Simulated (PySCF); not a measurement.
N²⁺ (nitrogen, charge +2): r2SCAN calculation

Configuration: [He] 2s1 2p1 3s1, high-spin 4P determinant (an excited configuration). All numbers are calculated (PySCF 2.14, the spin-free X2C one-electron Hamiltonian (Gaussian nucleus), in dyall-av3z (15s9p3d2f, 71 functions)).

```
Total energy                                                  : -51.6888 hartree
One-electron energy                                           : -62.5000 hartree
Hartree (Coulomb) energy                                      : 16.4179 hartree
Exchange-correlation energy                                   : -5.6068 hartree
⟨S²⟩                                                          : 3.7500
⟨L²⟩                                                          : 2.025
Sum of ⟨r⟩                                                    : 5.716 bohr
Sum of ⟨r²⟩                                                   : 13.91 bohr²
Traceless quadrupole moment −½Σ⟨3z² − r²⟩ along its main axis : -0.0295 e·bohr²
Langevin diamagnetic susceptibility                           : -11.0 ×10⁻⁶ cm³/mol
```

| shell | electrons | mean orbital energy (eV) | rms radius, mean of both spins (bohr) |
| --- | --- | --- | --- |
| 1s α | 1 | -443.34 | 0.265 |
| 1s β | 1 | -441.13 | 0.265 |
| 2s α | 1 | -60.362 | 1.20 |
| 2p α | 1 | -50.019 | 1.15 |
| 3s α | 1 | -17.438 | 3.32 |

The outer electron is Rydberg-like, and this basis confines it to a smaller radius and binds it less than a complete one would.
